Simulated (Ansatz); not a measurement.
Total energies of C2HBCl2 (`C#CB(Cl)Cl`).

```xyz
6

C     0.072   -1.418    0.881
C     0.020   -0.395    0.245
B    -0.045    0.883   -0.548
Cl    1.421    1.699   -1.016
Cl   -1.587    1.554   -1.004
H     0.118   -2.323    1.443
```

The species carries charge 0 and has multiplicity 1. Geometry: relaxed with PBE0-D4/def2-TZVP. Basis def2-TZVPP, Ansatz 0.2.0.

RPA on PBE orbitals: Hartree–Fock energy of these orbitals -1020.04262 Eh, correlation -1.23488 Eh (frozen core).

| functional | energy without D4 (Eh) | D4 term (kJ/mol) |
| --- | --- | --- |
| PBE | -1021.63595 | -15.9 |
| r2SCAN | -1022.02825 | -3.7 |
| B97M-V | -1021.93130 | – |
| PBE0 | -1021.71658 | -13.5 |
| B3LYP | -1022.18552 | -25.9 |
| r2SCANh | -1022.01990 | -4.1 |
| r2SCAN0 | -1022.00834 | -4.5 |
| HSE06 (plane-wave form) | -1021.69539 | -12.6 |
| BHLYP | -1022.09228 | -20.5 |
| CAM-B3LYP | -1022.11677 | -13.8 |
| LC-ωPBE | -1021.80648 | – |
| ωB97X-V | -1021.98265 | – |
| ωB97M-V | -1022.07290 | – |
| B2PLYP | -1021.80520 | – |

(1) Give the same for LDA (SPW92), revPBE, BLYP, PBE-QIDH. (Best estimate.)

B3LYP takes the VWN-RPA correlation (the form of Gaussian; ORCA's B3LYP/G). HSE06 is the plane-wave form, built on full-range PBE exchange. The double hybrids freeze the cores in their second-order part.

Results:

(1) Computed: 
| functional | energy without D4 (Eh) | D4 term (kJ/mol) |
| --- | --- | --- |
| LDA (SPW92) | -1018.19105 | – |
| revPBE | -1021.95566 | -45.7 |
| BLYP | -1022.11154 | -34.9 |
| PBE-QIDH | -1021.53263 | – |

LC-ωPBE has ω = 0.4 bohr⁻¹.
